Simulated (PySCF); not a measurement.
# `c1c2c(ccc1)C(=C)C2`, C₉H₈

Geometry (Å), atoms numbered from 1 in this order:
```xyz
17

C     2.6955   -0.4580    1.0631
C     1.6088   -0.0778    0.4173
C     1.3494    0.7492   -0.8434
C    -0.1164    0.4954   -0.5640
C    -1.3939    0.7251   -0.9990
C    -2.4061    0.1593   -0.2191
C    -2.1326   -0.5847    0.9191
C    -0.8301   -0.8164    1.3585
C     0.1630   -0.2574    0.5871
H     2.6392   -1.0557    1.9574
H     3.6801   -0.1849    0.7216
H     1.6624    1.7915   -0.7826
H     1.7309    0.3130   -1.7665
H    -1.6277    1.3016   -1.8821
H    -3.4362    0.3059   -0.5116
H    -2.9589   -0.9963    1.4811
H    -0.6343   -1.3978    2.2466
```

Method used: GIAO wB97X-D/pcSseg-1 magnetisability, rotational g tensor and spin-rotation constants, non-relativistic, gas phase in PySCF 2.14.0. Geometry: GFN2-xTB.

Task: Give the nuclear spin-rotation constants along the inertial axes (H = +C I·J) beside the isotropic shieldings.

Result: Rotational constants 3.8506, 1.4492, 1.0599 GHz. A star marks the isotopologue with that one atom substituted, in its own axes.
| atom | isotope | Caa (kHz) | Cbb (kHz) | Ccc (kHz) | mean (kHz) | σ (ppm) |
| --- | --- | --- | --- | --- | --- | --- |
| H10 | 1H | -0.373 | 0.130 | -0.119 | -0.121 | 26.1 |
| H11 | 1H | 0.192 | -0.090 | -0.123 | -0.007 | 26.5 |
| H12 | 1H | -0.362 | -0.084 | -0.006 | -0.151 | 28.2 |
| H13 | 1H | -0.362 | -0.084 | -0.006 | -0.151 | 28.2 |
| H14 | 1H | -0.319 | 0.137 | -0.107 | -0.097 | 24.3 |
| H15 | 1H | 0.399 | -0.134 | -0.105 | 0.053 | 24.3 |
| H16 | 1H | 0.025 | 0.006 | -0.105 | -0.024 | 24.3 |
| H17 | 1H | -0.343 | 0.146 | -0.107 | -0.101 | 24.3 |
| C1 | 13C* | 1.262 | 0.560 | 0.133 | 0.652 | 76.6 |
| C2 | 13C* | 1.538 | 0.686 | 0.173 | 0.799 | 35.1 |
| C3 | 13C* | 0.625 | 0.257 | 0.190 | 0.357 | 147.7 |
| C4 | 13C* | 1.890 | 0.633 | 0.121 | 0.881 | 34.4 |
| C5 | 13C* | 1.395 | 0.669 | 0.111 | 0.725 | 58.1 |
| C6 | 13C* | 1.889 | 0.528 | 0.111 | 0.843 | 51.5 |
| C7 | 13C* | 1.620 | 0.615 | 0.108 | 0.781 | 53.7 |
| C8 | 13C* | 1.379 | 0.659 | 0.105 | 0.714 | 61.9 |
| C9 | 13C* | 2.007 | 0.556 | 0.143 | 0.902 | 35.3 |

For the geometry as given, no vibrational averaging.
